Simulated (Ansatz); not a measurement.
Computed with Ansatz on PBE0-D4/def2-TZVP structures; ΔE is electronic, products minus reactants. CCSD(T)/CBS is the MP2 limit (def2-TZVPP, def2-QZVPP) plus CCSD(T) − MP2 in def2-TZVPP, frozen cores. This one scheme is used for every species. Functionals use def2-TZVPP. For Br outer-core shells are correlated without core-valence functions, which leaves a few kJ/mol of doubt a bond. Scalar relativity is left out up to krypton. Each species was taken in one conformer, which may not be the lowest.

Reaction (cleavage of the B–B bond): `BrBB1C=C1` + HCl → `ClB1C=C1` + `BBr`

CCSD(T)/CBS gives -58.7 kJ/mol.

**Question.** Another level gave -55.0 kJ/mol. Which?
A. LDA (SPW92)/def2-TZVPP
B. PBE0-D4/def2-TZVPP
C. SCS-MP2/def2-TZVPP
D. ωB97X-V/def2-TZVPP

**Answer.** B. PBE0-D4 -55.0, SCS-MP2/def2-TZVPP -65.0, ωB97X-V -60.0, LDA (SPW92) -49.3 kJ/mol.

Largest T1 diagnostic among the species: 0.012.

From BLYP to BHLYP (50 % exact exchange), in def2-TZVPP and without D4, ΔE moves by −7.1 kJ/mol. In def2-TZVPP, CCSD(T) changes the Hartree–Fock value by +13.0 kJ/mol (the triples alone add +0.8 kJ/mol) and MP2 by +8.3 kJ/mol.

CCSD(T)/CBS has its own doubt, a few kJ/mol and more with outer-core shells, so smaller differences from it don't rank the levels.
